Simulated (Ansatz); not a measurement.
# Cost against result

Saddle point of CH$_{8}$Ge, singlet (GeH₄ + CH₄ → CH₆Ge ([CH3][GeH3]) + H₂; bonds formed: Ge1–C7, H2–H6; bonds broken: Ge1–H2, H6–C7), PBE0-D4/def2-TZVP structure:

Ge1  (-0.715, 0.405, -0.728)
H2  (0.791, 1.488, -0.462)
H3  (-0.279, 0.322, -2.200)
H4  (-1.547, 1.600, -0.241)
H5  (-1.642, -0.856, -0.506)
H6  (0.769, 0.520, 0.158)
C7  (0.579, -0.679, 0.820)
H8  (0.679, -1.617, 0.275)
H9  (-0.179, -0.752, 1.600)
H10  (1.544, -0.430, 1.283)
(Å)

Barriers are electronic and count from the start structure reached by relaxing down the imaginary mode.

Computed with Ansatz 0.2.0 (basis: as named in each row); correlated methods freeze the cores. Filled d shells of the heavier atoms are correlated. The def2 sets are not built for correlating such inner shells, so the correlated values are less sure here. B3LYP uses VWN-RPA correlation. Extrapolation: Hartree–Fock as exp(−7.88 √X), correlation as X^−2.97.

Times are rough, for one single point on 2 threads of a shared host (Arm Neoverse V1).

The estimate by CCSD(T) at an estimated basis limit (MP2 extrapolated from triple and quadruple zeta, plus CCSD(T) − MP2 in triple zeta) is 3.979 eV.

| method | basis | time (s) | barrier (eV) | method less estimate |
| --- | --- | --- | --- | --- |
| HF | STO-3G | under 1 | 7.384 | 3.405 |
| PBE-D4 | STO-3G | under 1 | 5.757 | 1.778 |
| SPW92 | def2-SVP | under 1 | 3.219 | -0.760 |
| B3LYP-D4 | 6-31G | under 1 | 4.143 | 0.164 |
| PBE-D4 | def2-SVP | under 1 | 3.507 | -0.472 |
| SPW92 | def2-TZVPP | 1 | 3.237 | -0.742 |
| PBE0-D4 | def2-SVP | 1 | 3.745 | -0.234 |
| PBE-D4 | def2-TZVPP | 2 | 3.518 | -0.461 |
| BLYP-D4 | def2-TZVPP | 2 | 3.738 | -0.241 |
| BHLYP-D4 | def2-TZVPP | 2 | 4.122 | 0.143 |
| PBE0-D4 | def2-TZVPP | 3 | 3.716 | -0.263 |
| B3LYP-D4 | def2-TZVPP | 3 | 3.890 | -0.089 |
| CCSD(T) | def2-SVP | 3 | 4.195 | 0.216 |
| CAM-B3LYP-D4 | def2-TZVPP | 3 | 4.011 | 0.032 |
| r2SCAN-D4 | def2-TZVPP | 4 | 3.703 | -0.276 |
| RPA on PBE | def2-TZVPP | 4 | 3.931 | -0.048 |
| wB97M-V | def2-SVP | 5 | 3.922 | -0.057 |
| r2SCAN0-D4 | def2-TZVPP | 5 | 3.835 | -0.144 |
| B2PLYP | def2-TZVPP | 5 | 3.996 | 0.017 |
| PBE-QIDH | def2-TZVPP | 5 | 3.899 | -0.080 |
| wB97X-V | def2-TZVPP | 8 | 3.977 | -0.002 |
| wB97M-V | def2-TZVPP | 9 | 3.922 | -0.057 |
| B97M-V | def2-TZVPP | 10 | 3.766 | -0.213 |
| MP2 | def2-QZVPP | 20 | 3.962 | -0.017 |
| CCSD(T) | def2-TZVPP | 63 | 3.962 | -0.017 |

All methods are single points on the PBE0-D4 structures.

The T1 diagnostic stays at or below 0.012.

Labels in which every atom is bracketed show which atoms are joined, not bond orders.
